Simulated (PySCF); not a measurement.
Zn(SH) (HSZn), SMILES [SH][Zn+], charge +1. The structure is a stationary point at PBE0-D3(BJ)/def2-TZVP. The multiplicity is an assumed one; other spin states were not compared. The isomer is the one that the SMILES or the coordinates give; other isomers of the formula were not compared.

Question: Give the equilibrium geometry at PBE0-D3(BJ)/def2-TZVP (PySCF confirms it by a frequency run) as bond lengths and angles, and its point group. (Estimate from the structure and the level; the computed values follow.)

Answer: point group Cs.
Atoms: Zn1 S2 H3. Bond lengths (Å): Zn1–S2 2.147, S2–H3 1.352. Bond angles (°): Zn1–S2–H3 91.3.
Charge +1, spin multiplicity 1.
